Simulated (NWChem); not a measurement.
System: C$_{3}$H$_{4}$N$_{2}$; SMILES N#C/N=C/C

Here is an NWChem input.

```
start job
memory heap 200 mb stack 900 mb global 1100 mb
geometry units angstroms noautosym nocenter noautoz
  C     -0.124641    -2.250550     0.000000
  C      0.341392    -0.845500     0.000000
  N     -0.480373     0.134281     0.000000
  C     -0.049724     1.394945     0.000000
  N      0.221457     2.526591     0.000000
  H      0.272877    -2.779225    -0.882371
  H      0.272877    -2.779225     0.882371
  H     -1.220862    -2.297870     0.000000
  H      1.433558    -0.673195     0.000000
end
basis spherical
  C library def2-svp
  N library def2-svp
  H library def2-svp
end
dft
  xc b3lyp
  iterations 150
  mulliken
end
task dft energy
esp
  recalculate
  probe 0.07
  range 0.3
  factor 1.0
  spacing 0.02
end
task esp
```

Structure relaxed at the PBE0/def2-SVP level.

Atomic charges in e: unrestrained fits to the electrostatic potential beside Mulliken populations; buried atoms are poorly determined by the fit.

Atoms are numbered as in the input.

### Question
Predict the main results of this run. (B3LYP/def2-SVP.) Quantities: ESP C1; Mulliken C1; ESP C2; Mulliken C2; ESP N3; Mulliken N3; ESP C4; Mulliken C4; ESP N5; Mulliken N5; relative RMS misfit of the potential (%).

### Answer
| Item | Result |
|---|---|
| ESP C1 | -0.17 |
| Mulliken C1 | 0.07 |
| ESP C2 | 0.42 |
| Mulliken C2 | -0.03 |
| ESP N3 | -0.50 |
| Mulliken N3 | -0.09 |
| ESP C4 | 0.57 |
| Mulliken C4 | -0.21 |
| ESP N5 | -0.52 |
| Mulliken N5 | 0.08 |
| relative RMS misfit of the potential (%) | 17 |
